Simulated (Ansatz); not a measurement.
`FB1C=C1` from Hartree–Fock to CCSD(T)

Cartesian coordinates in Å:
```
F -0.568 1.847 -1.070
B -0.229 0.746 -0.432
C 0.712 -0.069 0.336
C -0.504 -0.606 0.055
H 1.607 -0.381 0.859
H -1.017 -1.538 0.252
```

Total charge 0; spin multiplicity 1. Geometry: relaxed with PBE0-D4/def2-TZVP. Frozen core, restricted reference, the Gaussian-basis code of Ansatz. CBS rows extrapolate triple and quadruple zeta; past MP2 they add the triple-zeta difference.

```csv
basis,HF (Eh),MP2 corr.,CCSD corr.,(T),CCSD(T) total
def2-SVP,-200.86580,-0.50947,?,-0.01692,?
def2-TZVPP,?,-0.63897,?,?,?
def2-QZVPP,-201.11213,-0.68906,–,–,–
CBS(def2),-201.11334,-0.72616,-0.74260,as TZ,-201.88306
```

Q: Fill in the withheld values. (An estimate is asked.)

A: The calculation gave: def2-SVP CCSD corr.: -0.53182; def2-SVP CCSD(T) total: -201.41454; def2-TZVPP HF (Eh): -201.10336; def2-TZVPP CCSD corr.: -0.65541; def2-TZVPP (T): -0.02712; def2-TZVPP CCSD(T) total: -201.78589.
